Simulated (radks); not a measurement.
Values are calculated unless marked as measured or tabulated.
Question: Gd, configuration [Xe] 4f7 5d1 6s2. Code: a radial shooting solver on a logarithmic mesh with Libxc functionals. Model: scalar-relativistic Kohn-Sham, MS2 meta-GGA, spin-polarised, spherical densities, finite nucleus; open shells are filled with parallel spins first (spin-orbit coupling, left out, can overturn this in heavy ions); meta-GGA in the generalised Kohn-Sham scheme; Fermi nuclear charge, rms radius 5.1569 fm. Some entries of the table are withheld. Estimate them.

orbital,occ.,eigenvalue (eV),<r> (bohr)
1s up,1,-50137.09,0.02190
1s down,1,-50137.08,0.02190
2s up,1,-8285.470,0.09321
2s down,1,-8285.364,0.09321
2p up,3,-7367.428,0.08237
2p down,3,-7367.339,0.08237
3s up,1,-1842.284,0.2441
3s down,1,-1840.480,0.2438
3p up,3,-1556.668,0.2429
3p down,3,-1554.544,0.2426
3d up,5,-1180.978,0.2214
3d down,5,-1178.936,0.2210
4s up,1,-375.1578,0.5525
4s down,1,-369.6505,0.5525
4p up,3,-280.8844,0.5847
4p down,3,-275.0668,0.5847
4d up,5,-150.7112,0.6356
4d down,5,-144.2485,0.6367
5s up,1,-51.0965,1.328
5s down,1,-48.2040,1.356
5p up,3,-28.3667,1.552
5p down,3,-26.0754,1.581
4f up,7,(1),(2)
6s up,1,-4.4298,3.894
4f down,0,(3),(4)
6s down,1,-3.7502,4.254
5d up,1,-3.0779,2.717
5d down,0,-1.5579,3.246
6p up,0,-1.4404,(5)
6p down,0,-1.2072,(6)

Answer: 
(1) 4f up eigenvalue (eV): -10.6058
(2) 4f up <r> (bohr): 0.8539
(3) 4f down eigenvalue (eV): -4.1029
(4) 4f down <r> (bohr): 0.9139
(5) 6p up <r> (bohr): 5.394
(6) 6p down <r> (bohr): 5.801
